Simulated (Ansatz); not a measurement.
Ansatz (a program for electronic structure) input (HF/def2-QZVPP):
A basis named .json is the Basis Set Exchange file of that set.

Ansatz 0.2 input:
```yaml
crystal:
  periodic: [false, false, false]
  atoms:
    - {symbol: Co, position_ang: [0.00000000, 0.00000000, 0.00000000]}
    - {symbol: Cl, position_ang: [-0.00000000, -0.00000000, -2.09855469]}
    - {symbol: Cl, position_ang: [0.00000000, 0.00000000, 2.09855469]}
basis:
  gaussian:
    orbitals: def2-QZVPP.json
hamiltonian:
  xc: hf
magnetization: {spin_polarized: true, initial_magnetization: 3}
```

Output:

```
Functional definition: HF
integrals: 0.20 GiB planned
1594 factors; their error is unknown
mean field: 1.54 GiB planned
mean field evaluation 1: about -62591.7373 eV, gradient 4.3e1 eV
mean field evaluation 2: about -62590.1564 eV, gradient 7.2e1 eV
mean field evaluation 4: about -62601.4594 eV, gradient 3.5e0 eV
mean field evaluation 8: about -62601.6073 eV, gradient 2.8e-1 eV
mean field evaluation 16: about -62602.0538 eV, gradient 2.1e-2 eV
mean field evaluation 32: about -62603.0969 eV, gradient 2.3e-5 eV
mean field evaluation 64: about -62603.0913 eV, gradient 7.2e-3 eV
mean field evaluation 96: about -62602.6475 eV, gradient 1.2e0 eV
mean field evaluation 128: about -62603.0282 eV, gradient 6.7e-1 eV
mean field evaluation 160: about -62596.5113 eV, gradient 4.5e0 eV
mean field evaluation 192: about -62603.0914 eV, gradient 1.2e-6 eV
mean field evaluation 224: about -62603.0871 eV, gradient 1.6e-1 eV
mean field evaluation 256: about -62601.8359 eV, gradient 3.0e1 eV
mean field evaluation 288: about -62602.7994 eV, gradient 4.7e-1 eV
mean field evaluation 320: about -62603.0883 eV, gradient 5.7e-1 eV
mean field evaluation 352: about -62602.0537 eV, gradient 1.7e-4 eV
mean field -62603.11615696 eV, -2300.6220848522 hartree, gradient 1.3e-6 eV, S^2 3.763584; 6 other end points of the search recorded, 0 dependent functions left out
reference -62603.11615696 eV, -2300.6220848522 hartree; 32, 29 occupied and 208, 211 virtual orbitals, 1594 factors
Total energy: -62603.11615696 eV, -2300.6220848522 hartree
```

The spin state was set by rule; other spins were not relaxed.
